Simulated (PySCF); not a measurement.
Phosphorus: a sound run and one with changed settings

Sound run: P⁺ [Ne] 3s2 3p2, P²⁺ [Ne] 3s2 3p1. Calculation: PySCF 2.14, in 6-31G* (4s3p1d, 18 functions); the non-relativistic Hamiltonian (point nucleus). In the sound run the correlated levels freeze [Ne]. The sound run starts from symmetry-adapted Hartree-Fock orbitals and uses a fine grid where one is needed.

Changed run: initial guess 1e, at most 50 SCF cycles.

```json
{"species": "P⁺", "method": "UHF", "sound run (hartree)": "-340.32368", "changed run (hartree)": "-340.32368", "converged": "yes"}
{"species": "P⁺", "method": "M06-2X", "sound run (hartree)": "-340.83211", "changed run (hartree)": "-340.83211", "converged": "yes"}
{"species": "P⁺", "method": "CCSD(T)", "sound run (hartree)": "-340.39067", "changed run (hartree)": "-340.39067", "converged": "yes"}
{"species": "P²⁺", "method": "BP86", "sound run (hartree)": "-340.15014", "changed run (hartree)": "-340.15014", "converged": "yes"}
{"species": "P²⁺", "method": "MP2", "sound run (hartree)": "-339.65754", "changed run (hartree)": "-339.65754", "converged": "yes"}
```

Here the plain start reaches the same solutions.
